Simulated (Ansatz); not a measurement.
Ansatz (a program for electronic structure) input (PBE/def2-TZVPD):

Ansatz 0.2 input:
```yaml
crystal:
  periodic: [false, false, false]
  atoms:
    - {symbol: W, position_ang: [-0.00023426, 0.00014543, -0.00022207]}
    - {symbol: O, position_ang: [1.33006556, 0.25058317, -1.23724597]}
    - {symbol: H, position_ang: [2.02477416, 0.37992153, -1.87988999]}
    - {symbol: O, position_ang: [-1.32864565, -0.25146470, 1.23859200]}
    - {symbol: H, position_ang: [-2.01879838, -0.38363149, 1.88555486]}
basis:
  gaussian:
    orbitals: def2-TZVPD
hamiltonian:
  xc: {name: PBE}
total_charge: 1
magnetization: {spin_polarized: true, initial_magnetization: 3}
```

End of the output:

```
integrals: 0.05 GiB planned
816 factors; their error is unknown
mean field: 0.51 GiB planned
mean field evaluation 1: about -5908.1045 eV, gradient 9.9e1 eV
mean field evaluation 2: about -5601.7628 eV, gradient 2.2e2 eV
mean field evaluation 4: about -5939.0520 eV, gradient 3.3e1 eV
mean field evaluation 8: about -5944.3542 eV, gradient 2.9e-1 eV
mean field evaluation 16: about -5944.3465 eV, gradient 2.7e-4 eV
mean field evaluation 32: about -5938.8257 eV, gradient 1.9e0 eV
mean field -5944.34645230 eV, -218.4507028993 hartree, gradient 3.0e-5 eV, S^2 3.771700; 2 other end points of the search recorded, 0 dependent functions left out
reference -5944.34649954 eV, -218.4507046354 hartree; 17, 14 occupied and 124, 127 virtual orbitals, 816 factors
Total energy: -5944.34649954 eV, -218.4507046354 hartree
```

This state (charge 1, quartet) is run at the relaxed geometry of the species with charge 0 and multiplicity 3.
